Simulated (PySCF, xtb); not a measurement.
quinoxaline (C8H6N2), SMILES c1ccc2nccnc2c1.

Harmonic wavenumbers (cm⁻¹) from GFN2-xTB (xtb) at its own minimum, in rising order: 137, 165, 353, 367, 415, 449, 511, 512, 577, 604, 748, 764, 798, 811, 844, 879, 910, 918, 925, 933, 1056, 1079, 1133, 1162, 1193, 1219, 1235, 1300, 1343, 1344, 1403, 1443, 1498, 1549, 1561, 1608, 3050, 3058, 3080, 3088, 3102, 3104.

Question: What does PySCF with B3LYP-D3(BJ)/def2-SVP give at its own minimum? (The exact figures need the calculation; the answer reports its results.)

Answer: 177, 186, 402, 422, 489, 515, 538, 547, 618, 664, 780, 784, 838, 852, 888, 927, 966, 1000, 1005, 1033, 1035, 1055, 1138, 1154, 1238, 1254, 1282, 1346, 1402, 1409, 1459, 1510, 1545, 1620, 1635, 1674, 3139, 3155, 3181, 3193, 3207, 3210. Paired by order, the mean absolute difference is 56 cm⁻¹ and the zero-point energies are 74.7 and 77.9 kcal/mol.
